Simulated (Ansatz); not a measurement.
Gas-phase electronic energies from Ansatz, PBE0-D4/def2-TZVP geometries. CCSD(T)/CBS is the MP2 limit (def2-TZVPP, def2-QZVPP) plus CCSD(T) − MP2 in def2-TZVPP, frozen cores. Functionals use def2-TZVPP. B3LYP here is the variant with VWN-RPA as its local correlation; programs differ in this. Each species was taken in one conformer, which may not be the lowest.

`C=C([SiH3])OC` → `CC(C)O[SiH]`  (isomerisation)

```
             level  ΔE (kJ/mol)  difference from CCSD(T)/CBS
            PBE-D4        -81.8                         10.6
         r2SCAN-D4        -75.9                         16.5
           PBE0-D4        -85.5                          6.9
          B3LYP-D4        -84.2                          8.2
           ωB97X-V        -85.8                          6.6
           ωB97M-V        -96.8                         -4.4
            B2PLYP        -86.4                          6.0
              PBE0        -84.8                          7.6
    MP2/def2-TZVPP        -91.3                          1.1
SCS-MP2/def2-TZVPP        -89.6                          2.8
   CCSD/def2-TZVPP        -96.5                         -4.1
CCSD(T)/def2-TZVPP        -93.1                         -0.7
    MP2/def2-QZVPP        -91.1                          1.3
      HF/CBS(def2)        -81.8                         10.6
     MP2/CBS(def2)        -90.6                          1.8
    CCSD/CBS(def2)        -95.8                         -3.4
       CCSD(T)/CBS        -92.4                            0
```

Largest T1 diagnostic among the species: 0.014.

In def2-TZVPP, CCSD(T) changes the Hartree–Fock value by −11.9 kJ/mol (the triples alone add +3.5 kJ/mol) and MP2 by −10.1 kJ/mol. From PBE to PBE0 (25 % exact exchange), in def2-TZVPP and without D4, ΔE moves by −3.8 kJ/mol.
